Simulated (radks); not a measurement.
Values are calculated unless marked as measured or tabulated.
Question: Ionisation of Ga, [Ar] 3d10 4s2 4p1, to Ga+, [Ar] 3d10 4s2, under several functionals. Scalar-relativistic Kohn-Sham, spin-polarised, spherical densities, finite nucleus; open shells are filled with parallel spins first; a radial shooting solver on a logarithmic mesh with Libxc functionals. The NIST Atomic Spectra Database gives 5.999 eV (measured). Rank these functionals by the error of their Delta-SCF ionisation energy: XLYP; r2SCAN; PBE; revPBE; exchange-only PBE; RPBE.

Answer: From best to worst: PBE 5.873 eV (-0.127); r2SCAN 5.850 eV (-0.149); XLYP 5.822 eV (-0.177); RPBE 5.818 eV (-0.182); revPBE 5.816 eV (-0.184); exchange-only PBE 5.328 eV (-0.672). Open shells are spherical and high-spin; term and fine-structure splittings are not resolved.
